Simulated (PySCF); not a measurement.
SMILES [Cl][In]([Br])[F], CAM-B3LYP/def2-SVP optimised geometry.

```
4

In    -0.46    -0.14     0.00
F     -1.33    -1.87     0.00
Cl     1.85    -0.14     0.00
Br    -1.85     1.87     0.00
```

Density from CAM-B3LYP/def2-TZVP, def2 effective core potentials past Kr run with PySCF at that geometry. The core electrons that the potentials of In replace are not part of the density.

Minimum of the electron density along straight lines between bonded atoms, close to the bond critical point (lines longer than 1.1 times the sum of covalent radii, or with two minima, are not listed):

| bond | length / Å | ρ at the minimum / e bohr⁻³ | ∇²ρ there / e bohr⁻⁵ | position (fraction from the first atom) |
|---|---|---|---|---|
| In1–F2 | 1.937 | 0.117 | 0.62 | 0.52 |
| In1–Cl3 | 2.312 | [?] | [?] | 0.48 |
| In1–Br4 | 2.441 | 0.080 | [?] | 0.47 |

Fill in the missing entries.


- In1–Cl3, ρ at the minimum / e bohr⁻³: 0.089
- In1–Cl3, ∇²ρ there / e bohr⁻⁵: 0.22
- In1–Br4, ∇²ρ there / e bohr⁻⁵: 0.15
